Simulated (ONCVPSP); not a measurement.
cadmium (Cd), ONCV: configuration errors across variants

| Property | Result |
| --- | --- |
| Element | cadmium (Cd) |
| Generator | ONCVPSP 4.0.1 |
| Type | optimised norm-conserving Vanderbilt (ONCV) |
| Functional | PBE |
| Relativity | fully relativistic |
| Frozen core | [Ar] 3d10 |
| Valence charge | 20 |
| Reference configuration | 4s2 4p6 4d10 5s2 |
| Partial waves | 4s+5s: rc 1.25 bohr, ncon 4, nbas 8, qcut 9.6 1/bohr, 2 projectors; 4p: rc 0.90 bohr, ncon 4, nbas 7, qcut 9.7 1/bohr, 2 projectors, debl 0.4 Ha; 4d: rc 1.20 bohr, ncon 4, nbas 9, qcut 8.6 1/bohr, 2 projectors, debl 1.4 Ha |
| Local potential | polynomial inside 0.75 bohr (lpopt 5, dvloc0 0 Ha) |
| Core correction | polynomial model core, fcfact 0.7 |

Open shells are filled in proportion to 2j + 1.

In the p channel the program set the typed energies aside and used -2.393, 0.250 Ha (j = l + 1/2; the other j can differ).

All-electron excitation energies from the reference (eV): (1) 4s2 4p6 4d10 5s1 9.274; (2) 4s2 4p6 4d10 5s0 26.401; (3) 4s2 4p6 4d9 5s0 64.408; (4) 4s2 4p6 4d10 5s1.5 3.711.

A true bound ghost makes a file unfit for plane-wave use even where its test errors are small: the radial tests pick states by their node count and pass the ghost by.

Errors AE − PS in meV (a dash: test not solved or not reliable):

| change | (1) | (2) | (3) | (4) | bound ghosts | GHOST(+) flags above zero |
| --- | --- | --- | --- | --- | --- | --- |
| base | +0.1 | -0.3 | +0.6 | +0.1 | none | s, p3/2, p1/2 |
| local potential polynomial inside 0.75 bohr (lpopt 5, dvloc0 -2.5 Ha) | +0.8 | +1.7 | +3.7 | +0.4 | s | p3/2, p1/2 |
| local potential polynomial inside 0.75 bohr (lpopt 5, dvloc0 1.5 Ha) | +0.2 | -0.2 | +0.8 | +0.1 | none | s, p3/2 |
| local potential polynomial inside 0.75 bohr (lpopt 5, dvloc0 3.5 Ha) | +0.2 | -0.1 | +1.0 | +0.1 | none | s, p3/2 |
| local potential polynomial inside 0.75 bohr (lpopt 5, dvloc0 5 Ha) | +0.2 | -0.1 | +1.1 | +0.1 | none | s |
| local potential polynomial inside 0.75 bohr (lpopt 5, dvloc0 7 Ha) | +0.2 | -0.1 | +1.1 | +0.1 | none | s |
| local potential polynomial inside 0.75 bohr (lpopt 5, dvloc0 9 Ha) | +0.2 | 0.0 | +1.2 | +0.1 | none | s |

(1) Give the same row for: local potential polynomial inside 0.75 bohr (lpopt 5, dvloc0 -0.5 Ha).

Answers

(1) +0.1, -0.4, +0.4, +0.1; bound ghosts: none; GHOST(+) flags above zero: s, p3/2, p1/2.
